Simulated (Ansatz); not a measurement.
Consider the substitution at a C–In bond: `Cl[CH](Cl)[InH2]` + HBr → `ClC(Cl)Br` + `[InH3]`.

Calculated with Ansatz (gas phase, PBE0-D4/def2-TZVP geometries, no zero-point term in ΔE). CCSD(T)/CBS adds triple-zeta CCSD(T) − MP2 to the extrapolated MP2 energy (def2 sets, frozen cores). Functionals use def2-TZVPP. B3LYP here is the variant with VWN-RPA as its local correlation; programs differ in this. HSE06 is defined as in plane-wave codes. def2 core potentials past Kr. For Br, In outer-core shells are correlated without core-valence functions, which leaves a few kJ/mol of doubt a bond. Scalar relativity is left out up to krypton.

(1) Is it downhill or uphill in electronic energy at CCSD(T)/CBS, and by how much? (Estimate.)

(2) What do these levels give: r2SCAN-D4, B3LYP-D4, HSE06-D4, PBE, B3LYP, CAM-B3LYP, HF/def2-SVP, CCSD/def2-SVP, CCSD(T)/def2-SVP, MP2/def2-TZVPP, CCSD(T)/def2-TZVPP, HF/def2-QZVPP? (Estimate.)

Largest T1 diagnostic among the species: 0.014.

Answers

(1) The calculation gave: Uphill: ΔE = +16.4 kcal/mol.

(2) Ansatz gave: r2SCAN-D4 14.6, B3LYP-D4 14.0, HSE06-D4 13.9, PBE 13.4, B3LYP 14.0, CAM-B3LYP 13.8, HF/def2-SVP 17.0, CCSD/def2-SVP 16.7, CCSD(T)/def2-SVP 16.4, MP2/def2-TZVPP 15.2, CCSD(T)/def2-TZVPP 15.3, HF/def2-QZVPP 14.6 kcal/mol.

Leaving LDA and LC-ωPBE aside and taking each functional with its dispersion term where it has one, the values, not all of them listed here, spread over 2.4 kcal/mol, from revPBE-D4 to BHLYP-D4. In def2-TZVPP, CCSD(T) changes the Hartree–Fock value by +0.8 kcal/mol (the triples alone add −0.0 kcal/mol) and MP2 by +0.7 kcal/mol.
